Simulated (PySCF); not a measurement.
## A thermochemical cycle for ZnN

r²SCAN in PySCF with def2-TZVPPD on every atom, for the lowest determinant that a PBE0 search found; no spin–orbit coupling. ZnN, a quartet (σ ↑, π ↑↑), has De = 0.50 eV to neutral atoms, and ZnN⁺, a triplet (π ↑↑), has De = 1.22 eV to Zn⁺ + N.

At the same level the Zn atom ionises at 9.20 eV.

Question: What is the adiabatic ionisation energy of the molecule, and does ionisation strengthen or weaken the bond?

Answer: IE = IE(Zn) + De(neutral) − De(ion) = 9.20 + 0.50 − 1.22 = 8.48 eV. De changes by +0.72 eV, so ionisation strengthens the bond.

For an ion De counts to the pair picked by the measured ionisation energies or electron affinities, which need not be the lowest pair at this level. States were picked by a PBE0 search and need not be the measured ground states.
